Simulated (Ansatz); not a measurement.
Geometry optimisation, Ansatz, RKS PBE0-D4/def2-SVP.

Input:

```yaml
crystal:
  periodic: [false, false, false]
  atoms:
    - { symbol: W, position_ang: [0.0, 0.0, 0.0] }
    - { symbol: H, position_ang: [0.0, 0.0, 2.07] }
    - { symbol: H, position_ang: [1.72, 0.0, 0.0] }
    - { symbol: H, position_ang: [0.0, 1.72, 0.0] }
    - { symbol: H, position_ang: [-1.72, 0.0, 0.0] }
    - { symbol: H, position_ang: [0.0, -1.72, 0.0] }
    - { symbol: H, position_ang: [0.0, 0.0, -1.72] }
    - { symbol: Cl, position_ang: [1.7678, 1.8416, 0.8482] }
    - { symbol: H, position_ang: [0.7133, 0.743, 2.0759] }
basis:
  gaussian: { orbitals: def2-SVP }
hamiltonian:
  xc: pbe0
  dispersion: d4
relax:
  f_tol: 0.15
  max_steps: 25
  restrain:
    - { distance: [0, 7], at: 3.59, k: 30.0 }
    - { distance: [8, 1], at: 1.86, k: 30.0 }
    - { distance: [0, 1], at: 1.72, k: 30.0 }
    - { distance: [8, 7], at: 1.37, k: 30.0 }
```

Command:

```bash
$ ansatz run input.yaml --threads 1 --pin off --max-ram 2048MiB --backend cpu --events-out ev --progress --plain --runs-dir out
```

Problem. Where does it end, and by what steps?

Solution. The run converged. The restraints hold the end off the free minimum. After 9 steps the energy has fallen by 5.459 eV (the restraints' own energy left out); H9 moved furthest, 0.85 Å. Parted: W1–Cl8 (2.69 → 3.63 Å). Joined: Cl8–H9 (1.96 → 1.33 Å).

| step | energy less start (eV) | largest force component (eV/Å) | accepted |
| --- | --- | --- | --- |
| 0 | 0.0000 | 3.746 | yes |
| 1 | 0.9557 | 5.830 | yes |
| 2 | 0.6792 | 5.846 | yes |
| 3 | -1.0996 | 2.528 | yes |
| 4 | -3.0781 | 2.514 | yes |
| 5 | -4.4652 | 1.439 | yes |
| 6 | -5.1051 | 2.250 | yes |
| 7 | -5.2990 | 1.397 | yes |
| 8 | -5.4461 | 1.103 | yes |
| 9 | -5.4588 | 1.017 | yes |

```xyz
9
Properties=species:S:1:pos:R:3
W -0.534 -0.535 0.323
H 0.024 -0.021 1.864
H 1.058 -0.181 0.243
H -0.159 1.048 0.221
H -1.608 0.438 -0.542
H 0.388 -1.621 -0.581
H 0.094 0.068 -1.071
Cl 1.907 2.071 0.949
H 1.311 1.318 1.867
```

Run time: 48 s on 1 thread of Intel(R) Xeon(R) Platinum 8488C (Sapphire Rapids), on a shared host, peak memory 0.19 GiB.
